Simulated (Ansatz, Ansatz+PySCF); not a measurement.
| atom | x (Å) | y (Å) | z (Å) |
| --- | --- | --- | --- |
| O | -0.0473 | -0.1108 | -0.0765 |
| H | 0.6310 | 0.5224 | 0.1725 |
| O | 2.9888 | 0.1216 | 0.0535 |
| H | 3.7203 | -0.0988 | -0.5099 |
| H | 2.9389 | -0.5948 | 0.7021 |

Basis set: def2-SVP (spherical functions). Left uncorrelated: 2 orbitals. Charge 0, multiplicity 2.

Computed with Ansatz (development build ahead of 0.2.0); each method stands on the lowest determinant of its kind that the runs found.

The atomization energy at this shape (free ground-state atoms in the same class of orbitals less the molecule, no zero-point energy) of doublet H3O2:

```json
{"method": "PBE0 (unrestricted)", "atomization energy": "1369.3 kJ/mol"}
{"method": "UHF-MP2", "atomization energy": "1320.2 kJ/mol"}
```

(1) What does UHF give?

Results:

(1) 932.2 kJ/mol. Caution for PBE0 (unrestricted): charge can spread falsely over distant fragments.
